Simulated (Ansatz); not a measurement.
Ideal-gas functions of CH₅GaS (`[CH3][GaH][SH]`) at 600 K and 1 bar, from an Ansatz frequency run at PBE0-D4/def2-TZVP.

Molar mass 118.84 g/mol, point group Cs (symmetry number 1), electronic degeneracy 1, moments of inertia 36.481, 163.589, 196.944 u Å². Harmonic wavenumbers (cm⁻¹, unscaled): 24, 141, 285, 398, 470, 539, 582, 707, 719, 775, 1228, 1445, 1447, 1989, 2714, 3053, 3133, 3156.

Use S(trans) = R[1.5 ln M + 2.5 ln T − 1.1517]; rotational temperatures θ = 24.2544 K / I; S(rot) = R[ln(√π/σ · √(T³/θAθBθC)) + 1.5]; for each mode x = 1.438777 ν̃/T, S = R[x/(eˣ − 1) − ln(1 − e⁻ˣ)] and H = RT x/(eˣ − 1); 1 cm⁻¹ = 0.0119627 kJ/mol; R = 8.31446 J/(mol·K).

Q: By hand: the entropy, in J/(mol·K).

A: Translation 183.0. Rotation: θ = 0.6649, 0.1483, 0.1232 K, giving 115.3. Vibration, mode by mode: 32.05, 17.37, 11.64, 9.01, 7.75, 6.74, 6.19, 4.85, 4.74, 4.26, 1.81, 1.19, 1.19, 0.41, 0.09, 0.05, 0.04, 0.04, in all 109.4. Electronic 0.0. Sum 407.7 J/(mol·K).

Q: By hand: H − E and G − E in kJ/mol, counted from the electronic energy.

A: Zero-point energy ½ × 22805 × 0.0119627 = 136.4; thermal vibration 30.7; translation, rotation and pV give 4 RT = 20.0. H − E = 187.1 kJ/mol, and G − E = 187.1 − 600 × 407.7/1000 = -57.5 kJ/mol.

Vibration gives 27 % of the entropy, 49.4 J/(mol·K) of it from the modes under 150 cm⁻¹: soft modes count most, and the harmonic formula is weakest for them. The sum counts one conformer and one mirror image; others add a mixing term.
